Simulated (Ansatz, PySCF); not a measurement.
Process, species as SMILES: FCF [difluoromethane] + C (CH4) → 2 CF (CH3F) [fluoromethane]
Geometries: B3LYP-D3(BJ)/def2-TZVP minima from Ansatz (a first-principles code).

Quantity: bond separation energy (electronic energy difference), in kcal/mol. Correlated levels leave the core frozen unless marked. No spin-orbit coupling. No relativistic terms. CBS(X,Y): correlation extrapolated as X^-3; Hartree-Fock from the larger set. The bracket is a focal-point correction in the basis named.

| level | program | bond separation energy (kcal/mol) |
|---|---|---|
| PBE/def2-TZVPD | Ansatz | 12.3 |
| TPSS-D3(BJ)/def2-TZVPD | PySCF + dftd3 | 11.1 |
| r2SCAN-D3(BJ)/def2-TZVPD | Ansatz + dftd3 | 13.3 |
| PBE0/STO-3G | Ansatz | 12.8 |
| PBE0/6-31G* | Ansatz | 16.0 |
| BHLYP-D4/def2-TZVPD | Ansatz + dftd4 | 11.5 |
| TPSSh-D4/def2-TZVPD | PySCF + dftd4 | 11.3 |
| MN15-D3(BJ)/def2-TZVPD | PySCF + dftd3 | 12.0 |
| HSE06-D4/def2-TZVPD | Ansatz + dftd4 | 12.4 |
| LC-wPBE/def2-TZVPD | Ansatz | 12.2 |
| wB97X-V/def2-TZVPD | Ansatz | 12.0 |
| B2GP-PLYP/def2-TZVPD | Ansatz | 12.0 |
| MP2/cc-pVTZ | Ansatz | 14.1 |
| SCS-MP2/6-31G* | Ansatz | 14.9 |
| SCS-MP2/aug-cc-pVDZ | Ansatz | 10.6 |
| SCS-MP2/cc-pVDZ | Ansatz | 14.3 |
| SCS-MP2/aug-cc-pVTZ | Ansatz | 11.6 |
| CCSD/6-31G* | Ansatz | 14.7 |
| CCSD(T)/cc-pVDZ | PySCF | 14.4 |
| RI-MP2/CBS(aug-cc-pVTZ,aug-cc-pVQZ)+[CCSD(T)-MP2]/aug-cc-pVTZ | Ansatz | 12.3 |
| CCSD(T)/CBS(cc-pVTZ,cc-pVQZ) | Ansatz | 12.6 |
